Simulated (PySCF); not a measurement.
CH₄ClFOSi₂, SMILES O=C([SiH2]F)[SiH2]Cl. The structure is a stationary point at PBE0-D3(BJ)/def2-SVP. This is a generated structure with no PubChem entry under its InChIKey; it may be hypothetical. One conformer was computed; it need not be the lowest.

Question: Give the equilibrium geometry at PBE0-D3(BJ)/def2-SVP (PySCF confirms it by a frequency run) as a Z-matrix. (Estimate from the structure and the level; the computed values follow.)

Answer: Several could match; the one computed here: 
```
C
O 1 1.2136
Si 1 1.9364 2 117.98
F 3 1.6278 1 107.50 2 -162.89
H 3 1.4863 4 109.05 1 -117.86
H 3 1.4874 5 111.85 4 121.34
Si 1 1.9427 2 120.82 3 177.79
H 7 1.4864 1 110.29 2 -11.00
H 7 1.4897 8 111.73 1 -123.63
Cl 7 2.0706 8 110.02 9 -121.34
```
